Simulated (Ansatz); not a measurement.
Reaction (ligand exchange at the Si–O bond): `CO[SiH](C)O` + `O[SiH2]O` → `C[SiH](O)O[SiH2]O` + CH₃OH

Program: Ansatz. Geometries: PBE0-D4/def2-TZVP. ΔE: electronic, gas phase. CBS: MP2 limit from def2 TZ/QZ plus the TZ coupled-cluster correction, frozen cores. This one scheme is used for every species. Functionals use def2-TZVPP. B3LYP here is the variant with VWN-RPA as its local correlation; programs differ in this. Each species was taken in one conformer, which may not be the lowest.

Is it downhill or uphill in electronic energy at CCSD(T)/CBS, and by how much? (An estimate is asked.)

The calculation gave: Downhill: ΔE = -4.7 kcal/mol.

What do these levels give: PBE-D4, r2SCAN-D4, PBE0-D4, B3LYP-D4, ωB97X-V, r2SCAN, PBE0, CCSD/def2-TZVPP, HF/def2-QZVPP, MP2/def2-QZVPP, MP2/CBS(def2), CCSD/CBS(def2)? (An estimate is asked.)

Ansatz gave: PBE-D4 -4.0, r2SCAN-D4 -4.5, PBE0-D4 -4.6, B3LYP-D4 -4.9, ωB97X-V -4.5, r2SCAN -4.2, PBE0 -3.9, CCSD/def2-TZVPP -4.7, HF/def2-QZVPP -5.1, MP2/def2-QZVPP -4.4, MP2/CBS(def2) -4.4, CCSD/CBS(def2) -4.8 kcal/mol.

Largest T1 diagnostic among the species: 0.011.

The D4 term adds −1.2 kcal/mol with B3LYP and −0.7 kcal/mol with PBE0; it sums over pairs of atoms, weighted by their polarisabilities, and B3LYP, whose exchange is more repulsive, gets the larger term. From PBE to PBE0 (25 % exact exchange), in def2-TZVPP and without D4, ΔE moves by −0.7 kcal/mol.
